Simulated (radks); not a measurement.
Spherical jellium clusters: N electrons in a uniform positive sphere of charge N and radius rs N^(1/3), rs = 5.08 bohr. Method: non-relativistic Kohn-Sham, PBEsol, spin-polarised, spherical densities; computed with a radial shooting solver with Libxc functionals. Levels are named by radial order and angular momentum (1s, 1p, 1d, 2s, ...), and open shells are averaged over m.

N = 7, configuration 1s2 1p(up 3, down 2). This is the lowest configuration that the search found. Occupied levels:

level,occupation,eigenvalue (eV),<r> (bohr)
1s up,1,-3.4684,6.561
1s down,1,-3.3415,6.479
1p up,3,-2.6497,7.781
1p down,2,-2.5019,7.786

Energy (eV): total -12.0782, kinetic 7.9514, external -162.74, Hartree 80.729, exchange-correlation -20.340, background 82.326.

Electron density:

r (bohr),n(r) (e/bohr^3)
0.704,0.001306
1.88,0.001543
3.06,0.001904
4.23,0.002224
5.41,0.002322
6.58,0.002079
7.76,0.001545
8.94,0.0009269
10.1,0.0004453
11.3,0.0001776
12.5,0.00006468
13.6,0.00002237
14.8,7.614e-06
